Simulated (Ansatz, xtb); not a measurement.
C3H3ClN2S: which of two isomers lies lower

We compare X, `Sn1nccc1Cl`, a singlet, with Y, `Sc1c[nH]nc1Cl`, a singlet. Both are isolated molecules in the gas phase, relaxed with PBE-D3(BJ)/def2-SVP; the shapes shown needn't be the lowest conformers.

X (Å):

```xyz
10

C    -1.1708    1.0200    1.2561
C     0.2461    0.9967    1.1477
C     0.4884    1.4607   -0.1388
Cl    1.9592    1.6915   -0.9813
N    -0.7447    1.7236   -0.7109
N    -1.7645    1.4590    0.1421
S    -1.0357    2.3733   -2.2772
H    -1.1907    1.1720   -2.9159
H    -1.7885    0.7306    2.1164
H     0.9947    0.6919    1.8851
```

Y (Å):

```xyz
10

C    -0.6757    1.6454   -0.5645
C    -1.4683    1.3840    0.5563
C     0.5995    1.1169   -0.1944
Cl    2.0150    1.1402   -1.1802
N    -0.6536    0.7557    1.4581
N     0.6049    0.5814    1.0282
S    -1.1446    2.4359   -2.0657
H     0.1006    2.3167   -2.6103
H    -2.5223    1.5970    0.7630
H    -0.9070    0.4224    2.3882
```

Which of the two would you expect CCSD(T)/def2-SVP + ΔMP2/def2-TZVPP electronic energies to favour?

Structure Y; the calculation gives E(Y) − E(X) = −14.2 kcal/mol.

How the difference moves with the method:

```
                             level             geometry  E(Y) − E(X) (kcal/mol)  departure from the last row (kcal/mol)  job, with rough time for the two
               PBE-D3(BJ)/def2-SVP  PBE-D3(BJ)/def2-SVP                     −16.6                                    −2.4                optimisation, 38 s
                       HF/def2-SVP  PBE-D3(BJ)/def2-SVP                     −14.3                                    −0.1           part of the CCSD(T) run
                      MP2/def2-SVP  PBE-D3(BJ)/def2-SVP                     −16.2                                    −2.0           part of the CCSD(T) run
                  CCSD(T)/def2-SVP  PBE-D3(BJ)/def2-SVP                     −14.9                                    −0.7                      single point
CCSD(T)/def2-SVP + ΔMP2/def2-TZVPP  PBE-D3(BJ)/def2-SVP                     −14.2                                                        single point, 47 s
```

As drawn, Y has 1 C–S, 1 N–H in place of 1 N–S, 1 C–H.

The levels shown agree on the order. The largest departure from CCSD(T)/def2-SVP + ΔMP2/def2-TZVPP is that of PBE-D3(BJ)/def2-SVP, 2.4 kcal/mol. No reliable frequencies are at hand for X, so it isn't confirmed as a minimum. Levels run at GFN2-xTB geometries aren't shown. The last row adds to CCSD(T) the change of the MP2 difference between the two basis sets, here +0.7 kcal/mol.

The correlated steps freeze 15 core orbitals. Codes used: Ansatz 0.2.0, xtb 6.7.1; the last row on 2 threads of Intel(R) Xeon(R) Platinum 8488C (Sapphire Rapids) on a shared host.
